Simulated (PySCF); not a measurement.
Ge(H)2(Br)(OH), H3BrGeO, SMILES [GeH2]([Br])[OH], CAM-B3LYP/def2-SVP optimised geometry.

```
6

Ge    -0.44    -0.76     0.00
O     -1.09    -1.57    -1.43
Br    -1.09     1.46     0.00
H     -1.09    -1.46     1.19
H      1.09    -0.76     0.00
H     -0.82    -1.18    -2.27
```

Density from CAM-B3LYP/def2-TZVP run with PySCF at that geometry.

Minimum of the electron density along straight lines between bonded atoms, close to the bond critical point (lines longer than 1.1 times the sum of covalent radii, or with two minima, are not listed):

```json
[
 {"bond": "Ge1–O2", "length / Å": "1.763", "ρ at the minimum / e bohr⁻³": "0.149", "∇²ρ there / e bohr⁻⁵": "0.68", "position (fraction from the first atom)": "0.47"},
 {"bond": "Ge1–Br3", "length / Å": "2.315", "ρ at the minimum / e bohr⁻³": "0.092", "∇²ρ there / e bohr⁻⁵": "0.06", "position (fraction from the first atom)": "0.43"},
 {"bond": "Ge1–H4", "length / Å": "1.524", "ρ at the minimum / e bohr⁻³": "0.141", "∇²ρ there / e bohr⁻⁵": "0.03", "position (fraction from the first atom)": "0.59"},
 {"bond": "Ge1–H5", "length / Å": "1.533", "ρ at the minimum / e bohr⁻³": "0.138", "∇²ρ there / e bohr⁻⁵": "0.03", "position (fraction from the first atom)": "0.59"},
 {"bond": "O2–H6", "length / Å": "0.965", "ρ at the minimum / e bohr⁻³": "0.352", "∇²ρ there / e bohr⁻⁵": "-2.37", "position (fraction from the first atom)": "0.81"}
]
```
